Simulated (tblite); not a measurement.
Computed values, GFN2-xTB/tblite, gas phase, harmonic and unscaled. The method is semi-empirical: single wavenumbers can be off by several per cent or more. Modes of hydrogen on silicon can be 10 to 20 % off. One conformer each. Thermal functions are those of the rigid rotor and harmonic oscillator, without mixing of conformers.

Question: Order these by their ideal-gas entropy at 200 K and 1 bar, highest first (cal/(mol K)).
A. `C=C1CO[SiH2]C(=C)O1`
B. `C#C[Si@@H]1CCCC[C@@H]1Cl`
C. `Cc1cc([SiH2]O)co1`
D. `C/C=C/OC(F)(F)CF`

Answer: B (87.3), D (86.4), C (84.9), A (79.7).

```
                  SMILES  atoms  mass (u)  symmetry number  modes under 300 cm⁻¹  ZPE (kcal/mol)  S translation (cal/(mol K))  S rotation  S vibration     S    Cp
C#C[Si@@H]1CCCC[C@@H]1Cl     20    158.03                1                     8            98.7                         39.1        28.9         19.3  87.3  30.3
        C/C=C/OC(F)(F)CF     16    140.04                1                     8            71.5                         38.8        28.1         19.5  86.4  28.1
       Cc1cc([SiH2]O)co1     16    128.03                1                     7            72.5                         38.5        27.7         18.8  84.9  26.7
     C=C1CO[SiH2]C(=C)O1     16    128.03                1                     4            72.5                         38.5        27.4         13.8  79.7  25.0
```

Entropies and Cp are for 200 K and 1 bar.
